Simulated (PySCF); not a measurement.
CsBe⁺: frontier orbitals

B97-3 at R = 3.964 Å; basis Cs def2-SVPD with ECP46, Be def2-SVPD; scalar-relativistic core potentials; PySCF 2.14. State: ¹Σ⁺ (singlet), closed shell. Only the outer orbitals are listed, counted within each symmetry, core potentials removing the inner ones.

```csv
orbital,occ.,ε (eV),on Cs (%),main shells (%)
2σ,2,-34.41,100,100 Cs s
1π,2,-19.86,100,100 Cs p
1π,2,-19.86,100,100 Cs p
3σ,2,-19.84,100,100 Cs p
4σ,2,-10.17,2,97 Be s
5σ,0,-5.15,34,"63 Be p, 31 Cs s"
2π,0,-4.71,10,90 Be p
2π,0,-4.71,10,90 Be p
```

Question: Which are the highest filled and the lowest empty level, where do they sit, and how wide is the gap?

Answer: Highest filled 4σ at -10.17 eV (in %: 97 Be s); lowest empty 5σ at -5.15 eV (in %: 63 Be p, 31 Cs s); the gap at B97-3 is 5.02 eV.

```
bond order (Mayer)                                                                                                 : 0.08
⟨S²⟩                                                                                                               : 0.000
charge on Cs (Mulliken, basis-dependent)                                                                           : 0.96
charge on Cs (Löwdin, basis-dependent)                                                                             : 0.74
dipole moment (positive dipole points towards Be; it is taken about the centre of mass and depends on that origin) : 0.84 D
```

Closed-shell solutions of metal pairs were not tested for spin polarisation, which can lower them a little. Spin–orbit coupling is left out.
